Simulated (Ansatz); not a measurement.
`FB(F)S` → `F[B]F`• + `[SH]`• at 500 K and 1 bar (homolysis of the B–S bond).

Program: Ansatz. Geometries: PBE0-D4/def2-TZVP. ΔE: electronic, gas phase. CBS: def2 TZ/QZ extrapolation, frozen cores. Open shells (•) are unrestricted, without spin–orbit coupling. One conformer a species, not always the lowest.

| species | CCSD(T)/CBS energy (Eh) | H − E (kJ/mol) | S (J/(mol·K)) |
| --- | --- | --- | --- |
| `FB(F)S` | -622.90160 | 79.8 | 325.4 |
| `F[B]F`• | -224.40899 | 38.0 | 268.5 |
| `[SH]`• | -398.31788 | 30.7 | 213.0 |

H − E and S are ideal-gas, rigid-rotor, harmonic terms from PBE0-D4/def2-TZVP, for one conformer and one mirror image of each species, with the whole ground term of open shells counted as degenerate. 1 Eh = 2625.50 kJ/mol, R = 8.31446 J/(mol·K).

Task: By hand: ΔE, ΔH, ΔS and ΔG.

Result: ΔE = (-224.40899) + (-398.31788) − (-622.90160) = 0.17473 Eh = 458.8 kJ/mol. Δ(H − E) = 38.0 + 30.7 − 79.8 = -11.1, so ΔH = 447.7 kJ/mol. ΔS = 268.5 + 213.0 − 325.4 = 156.1 J/(mol·K). ΔG = 447.7 − 500 × (156.1)/1000 = 369.6 kJ/mol.

Task: By hand: the equilibrium constant, and the temperature at which ΔG would vanish if ΔH and ΔS stayed fixed.

Result: log₁₀ K = −ΔG/(RT ln 10) = -38.6. ΔG = 0 at ΔH/ΔS = 2868 K, far beyond where these terms or the molecules hold.

The number of gas molecules changes by +1, which sets the sign of ΔS. A doubt of 5 kJ/mol in ΔE shifts log₁₀ K by 0.5 here. Other conformers and mirror images would add mixing entropy, several J/(mol·K) or more a flexible species. These are equilibria of isolated gas molecules and say nothing of rates. Largest T1 diagnostic: 0.015 (customary marks: 0.02 for closed shells, 0.045 for open ones).
